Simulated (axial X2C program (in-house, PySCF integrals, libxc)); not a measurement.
# Ionising MnBr

All values come from calculations with an in-house all-electron X2C program for linear molecules (integrals from PySCF), spin-free (one-electron X2C) or two-component (2c: spin–orbit coupling with atomic mean-field Coulomb and Gaunt terms, which also bring small scalar terms), in Dyall basis sets with cores contracted in-house; open shells are unrestricted.

Basis sets: Br dyall-cv3z, Mn dyall-cv3z. Frozen shells (counts by l): MnBr Br 3s2p1d, Mn 3s2p, 14 electrons correlated; MnBr⁺ Br 3s2p1d, Mn 3s2p, 13 electrons correlated. Coupled cluster in natural virtuals with an MP2 remainder. Where the outer core of a metal is frozen, bonds come out longer and ionisation energies lower.

```csv
Hamiltonian,level,MnBr state,Re (Å),ωe (cm⁻¹),De (eV)
spin-free,HF,"M_S = 3, Λ = 0",2.460,273.5,2.75
spin-free,PBE0,"M_S = 3, Λ = 0",2.381,285.4,3.31
spin-free,MP2,"M_S = 3, Λ = 0",2.401,286.7,3.20
spin-free,CCSD,"M_S = 3, Λ = 0",2.404,286.1,2.86
spin-free,CCSD(T),"M_S = 3, Λ = 0",2.401,286.2,2.88
2c,PBE0,Ω = 3,2.382,284.9,3.21
```

Adiabatic ionisation energy (minimum to minimum, no zero-point term) and constants of MnBr⁺:

| Hamiltonian | level | MnBr⁺ state | IE (eV) | Re (Å) | ωe (cm⁻¹) | De (eV) | fragments |
| --- | --- | --- | --- | --- | --- | --- | --- |
| spin-free | HF | M_S = 5/2, Λ = 0 | 7.60 | 2.324 | 340.5 | 1.17 | Br + Mn+ |
| spin-free | PBE0 | M_S = 5/2, Λ = 0 | 7.73 | 2.232 | 361.9 | 2.68 | Br + Mn+ |
| spin-free | MP2 | M_S = 5/2, Λ = 0 | 7.75 | 2.270 | 355.3 | 2.42 | Br + Mn+ |
| spin-free | CCSD | M_S = 5/2, Λ = 0 | 7.75 | 2.271 | 351.8 | 2.32 | Br + Mn+ |
| spin-free | CCSD(T) | M_S = 5/2, Λ = 0 | 7.73 | 2.270 | 350.9 | 2.43 | Br + Mn+ |
| 2c | PBE0 | Ω = 5/2 | 7.72 | 2.234 | 360.5 | 2.58 | Br + Mn+ |

(1) Add the zero-point terms to the ionisation energy at PBE0, 2c, and say whether the electron removed was bonding.

(2) Close the cycle De(MnBr⁺) + IE(MnBr) = De(MnBr) + IE(Mn) to find the atomic ionisation energy at PBE0, 2c.

Each entry is the lowest single determinant of a limited PBE0 search at one distance. De goes to single-determinant-based atoms at the same level (for ions the charge split of lowest energy) and is withheld (n/a) where an atom does not fit its ground term or J level. Main or longest-lived isotopes. One determinant is a doubtful description, or other states lie close, for MnBr, MnBr⁺; these need not be ground states, and all values refer to the states named. Some open-shell Ω = 0 determinants are out of reach, so the Ω given for MnBr need not be the lowest component. With several unpaired electrons the Ω given is that of one determinant, not necessarily of the lowest component. The functionals have no current term, which raises determinants with orbital currents.

## Answers

(1) IE0 = IE + (ωe⁺ − ωe)/2 = 7.72 + (0.005) = 7.72 eV. Re changes by -0.148 Å, so the bond shortens, as on loss of an antibonding or a polarising non-bonding electron.

(2) IE(Mn) = 2.58 + 7.72 − 3.21 = 7.09 eV, for the determinants used.
